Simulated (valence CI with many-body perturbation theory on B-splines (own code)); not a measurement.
Tm38+: magnetic and hyperfine properties of the levels

Computed by valence CI with perturbative core correlation (CI+MBPT): three valence electrons over a frozen Dirac-Fock core [Ar] 3d10, radial functions for each j: 11 s, 11 p, 10 d, 8 f, 5 g, 2 h, with the one-electron correlation potential Σ1, the two-electron term Σ2, the three-electron term Σ3, Breit, model QED; selected CI, second order for the rest, scaled by the run's own slope (own B-spline code, finite nucleus).

No measured spectrum was set against this ion. As an estimate, large intervals hold to a few tenths of a per cent, small ones and those within an open d or f shell to about a per cent.

A/g_I is the dipole constant over the nuclear g factor μ/I (μ in nuclear magnetons, uniformly magnetised nucleus), B/Q the quadrupole constant per barn. Both hold the static response of the core; the bare values leave it out. Large factors of s and p1/2 electrons are usually good to 5 to 10 %; those of open d and f shells near neutrality can be off by tens of per cent, and small factors of p3/2, d and f electrons come from cancelling terms and can be off by a factor of two or in sign, in half-filled shells by more. B is blank for J = 1/2, where it vanishes, and for nearly pure S terms. Energies count from the lowest level.

Levels are named by their leading jj configuration (3d3/2^4 stands for four electrons in 3d with j = 3/2), which in mixed levels can hold well under half, so a name can repeat and another be missing. Letters in brackets count levels of one name in rising energy.

```
                     Level  E (eV)      g  A/g_I (MHz)  A/g_I bare  B/Q (MHz/b)  B/Q bare
        (4s^2 4p1/2) J=1/2    0.00  0.660       352000      340000                       
        (4s^2 4p3/2) J=3/2   67.45  1.330        45000       43200        88100     85000
        (4s 4p1/2^2) J=1/2   84.22  2.244      1060000     1030000                       
(4s 4p1/2 4p3/2) J=3/2 [a]  140.34  1.666       265000      256000        71500     68900
    (4s 4p1/2 4p3/2) J=5/2  147.72  1.370       315000      304000        53900     52000
(4s 4p1/2 4p3/2) J=3/2 [b]  158.41  0.963         2630        2590        63800     61600
    (4s 4p1/2 4p3/2) J=1/2  161.15  1.212      -346000     -333000                       
        (4s 4p3/2^2) J=5/2  209.03  1.394       211000      204000        17100     16600
        (4s^2 4d3/2) J=3/2  209.66  0.851         7290        7660         3860      4020
        (4s^2 4d5/2) J=5/2  228.16  1.225        63200       61500        35700     34700
        (4s 4p3/2^2) J=1/2  228.64  1.869      1110000     1070000                       
        (4s 4p3/2^2) J=3/2  232.56  1.171      -152000     -146000       -18100    -17600
     (4p1/2^2 4p3/2) J=3/2  243.54  1.329        39500       38600        81600     78700
(4s 4p1/2 4d3/2) J=3/2 [a]  276.57  0.500      -100000      -96600        19100     18600
    (4s 4p1/2 4d3/2) J=5/2  282.13  1.052       277000      268000        -1370     -1040
    (4s 4p1/2 4d3/2) J=1/2  294.28  0.379      -438000     -422000                       
(4s 4p1/2 4d3/2) J=3/2 [b]  294.49  1.323       268000      259000        11100     10800
(4s 4p1/2 4d5/2) J=5/2 [a]  297.09  1.283        68500       66900         5750      5790
     (4p1/2 4p3/2^2) J=3/2  300.30  1.347      -132000     -126000        -8990     -8620
    (4s 4p1/2 4d5/2) J=7/2  301.91  1.252       208000      201000        -1260      -920
(4s 4p1/2 4d5/2) J=5/2 [b]  303.49  1.257       111000      108000         7320      7130
     (4p1/2 4p3/2^2) J=1/2  316.26  0.661       342000      330000                       
     (4p1/2 4p3/2^2) J=5/2  316.31  1.027        50200       48700        42700     41400
    (4s 4p1/2 4d5/2) J=3/2  319.62  1.138       -98300      -94300        26800     26100
(4s 4p3/2 4d3/2) J=5/2 [a]  351.49  1.255       162000      157000        26100     25100
    (4s 4p3/2 4d3/2) J=3/2  351.65  1.346       184000      178000        -7460     -7360
(4s 4p3/2 4d3/2) J=1/2 [a]  351.73  2.332       576000      556000                       
    (4s 4p3/2 4d3/2) J=7/2  353.36  1.281       164000      159000        70700     68300
    (4s 4p3/2 4d5/2) J=9/2  356.29  1.330       144000      139000       107000    104000
(4s 4p3/2 4d3/2) J=5/2 [b]  362.02  0.900       -20300      -19200        33300     32100
(4s 4p3/2 4d5/2) J=3/2 [a]  362.84  1.054       -34600      -32900       -48200    -46500
       (4p3/2^3) J=3/2 [a]  366.10  1.193       -26000      -24500       -58200    -56100
(4s 4p3/2 4d5/2) J=5/2 [a]  366.82  1.346       220000      213000       -46600    -44900
(4s 4p3/2 4d5/2) J=7/2 [a]  369.05  1.217        65300       63600         3530      3170
(4s 4p3/2 4d3/2) J=1/2 [b]  372.30  0.591       104000      102000                       
(4s 4p3/2 4d5/2) J=7/2 [b]  373.82  1.161          757        1140       101000     97700
     (4p1/2^2 4d3/2) J=3/2  376.59  0.762        22600       21900        15000     14700
        (4s^2 4f5/2) J=5/2  382.24  1.003       -32500      -30800         9160      8820
    (4s 4p3/2 4d5/2) J=1/2  384.00  0.682      -289000     -278000                       
(4s 4p3/2 4d5/2) J=3/2 [b]  387.34  1.305       259000      251000        26800     26000
```

(1) Take the isotope of mass number 171, with I = 1/2, μ = -0.23 μN. What is the hyperfine structure of (4s 4p1/2 4p3/2) J=5/2?

## Answers

(1) From the table A = -145000 MHz. Shifts from the centre of gravity in MHz: F = 2: 254000, F = 3: -181000.
